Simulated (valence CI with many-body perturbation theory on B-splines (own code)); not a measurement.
## Missing levels of Tm³⁰⁺

Method: valence CI with perturbative core correlation (CI+MBPT): three valence electrons over a frozen Dirac-Fock core [Kr], radial functions for each j: 7 s, 7 p, 8 d, 6 f, 4 g, 1 h, with the one-electron correlation potential Σ1, the two-electron term Σ2, the three-electron term Σ3, Breit, model QED; selected CI, second order for the rest, scaled by the run's own slope (own B-spline code, finite nucleus).

No measured spectrum was set against this ion. As an estimate, large intervals hold to a few tenths of a per cent, small ones and those within an open d or f shell to about a per cent. The list stops below the first excitations out of the core.

```csv
Level,E (cm⁻¹)
(4d3/2^3) J=3/2,0.0
(4d3/2^2 4d5/2) J=5/2 [a],?
(4d3/2^2 4d5/2) J=3/2,95459
(4d3/2^2 4d5/2) J=7/2,102600
(4d3/2^2 4d5/2) J=9/2,106890
(4d3/2^2 4d5/2) J=1/2,?
(4d3/2^2 4d5/2) J=5/2 [b],?
(4d3/2 4d5/2^2) J=7/2 [a],180580
(4d3/2 4d5/2^2) J=9/2,191020
(4d3/2 4d5/2^2) J=3/2 [a],203990
(4d3/2 4d5/2^2) J=1/2,?
(4d3/2 4d5/2^2) J=11/2,218450
(4d3/2 4d5/2^2) J=5/2 [a],221210
(4d3/2 4d5/2^2) J=5/2 [b],236010
(4d3/2 4d5/2^2) J=7/2 [b],242670
(4d3/2 4d5/2^2) J=3/2 [b],?
(4d5/2^3) J=9/2,?
(4d5/2^3) J=3/2,334990
(4d5/2^3) J=5/2,360450
```

Levels are named by their leading jj configuration (3d3/2^4 stands for four electrons in 3d with j = 3/2), which in mixed levels can hold well under half, so a name can repeat and another be missing. Letters in brackets count levels of one name in rising energy.

Task: The levels stand in rising order. What does the calculation give for the missing energies?

Result: (4d3/2^2 4d5/2) J=5/2 [a] 76663; (4d3/2^2 4d5/2) J=1/2 108690; (4d3/2^2 4d5/2) J=5/2 [b] 160420; (4d3/2 4d5/2^2) J=1/2 211560; (4d3/2 4d5/2^2) J=3/2 [b] 285040; (4d5/2^3) J=9/2 292430.
